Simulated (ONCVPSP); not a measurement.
**Potentials for Zn compared**

Generated with ld1.x 7.5 (TM, RRKJ, ultrasoft, PAW), atompaw 4.2 or ONCVPSP 4.0.1. The cutoff is in Ry: for ld1.x and atompaw files where the sum of valence levels is converged to 10 mRy in a Bessel basis, for ONCV files where the hardest occupied wave has 1 mHa per electron of residual kinetic energy. The error is the largest all-electron minus pseudo excitation energy over each file’s own four to seven test configurations (ionisations up to +4, promotions, holes and added fractions of an electron), all of which were solved. The labels leave out finer settings (local radius, basis sizes, second energies), which also bear on the numbers. Spin-polarised tests are not counted. The rows are a selection from randomly drawn settings: files with unsolved tests, undetermined cutoffs or missed reference levels are left out.

```csv
potential,cutoff (Ry),largest error (meV),bound ghosts
"ONCV, PBE, scalar-relativistic, rc 0.95/1.10/0.90 (spd), local d, core correction yes, reference 3s2 3p6 3d10 4s2, qcut 9.9/15.3/16.5, projectors 2/2/0",224,-20,none
"ONCV, PBE, fully relativistic, rc 1.00/0.65/0.70/0.85 (spdf), local smoothed, core correction no, reference 3s2 3p6 3d10 4s2, qcut 11.2/11.5/15.6/14.2, projectors 3/1/2/1",603,+23,none
"ONCV, PBEsol, scalar-relativistic, rc 1.10/1.00/1.00 (spd), local d, core correction yes, reference 3s2 3p6 3d10 4s1.5, qcut 8.4/12.5/16.4, projectors 2/3/0",204,-9.8,none
"ONCV, PBE, scalar-relativistic, rc 2.15/0.85/1.20/2.00 (spdf), local smoothed, core correction yes, reference 3p6 3d10 4s2, qcut 3.9/16/13.4/6.1, projectors 3/1/2/2",201,+38,none
"ONCV, BLYP, scalar-relativistic, rc 0.90/0.90/1.10 (spd), local smoothed, core correction yes, reference 3s2 3p6 3d10 4s2, qcut 10.3/16.6/11.1, projectors 2/3/2",193,+22,none
"ONCV, PBE, scalar-relativistic, rc 1.05/1.00/0.75 (spd), local smoothed, core correction yes, reference 3s2 3p6 3d10, qcut 10.2/14.6/14.3, projectors 1/2/2",551,+822,none
"ONCV, PBEsol, scalar-relativistic, rc 1.10/1.00/1.30 (spd), local smoothed, core correction yes, reference 3s2 3p6 3d10 4s1.5, qcut 12.9/16.2/12.5, projectors 2/2/2",123,+197,none
```

**Question.** Fill in the row for Zn: ONCV, PBE, fully relativistic, rc 1.35/0.85/1.50 (spd), local smoothed, core correction yes, reference 3s2 3p6 3d10 4s2, qcut 7.6/13.5/11, projectors 2/2/3.

**Answer.** cutoff 96 Ry, largest error +31 meV, bound ghosts: none.

**Question.** Fill in the row for Zn: ONCV, PBE, scalar-relativistic, rc 1.35/0.90/0.75 (spd), local smoothed, core correction yes, reference 3s2 3p6 3d10 4s2, qcut 8.4/14/11.7, projectors 2/2/2.

**Answer.** cutoff 1087 Ry, largest error -8.2 meV, bound ghosts: none.
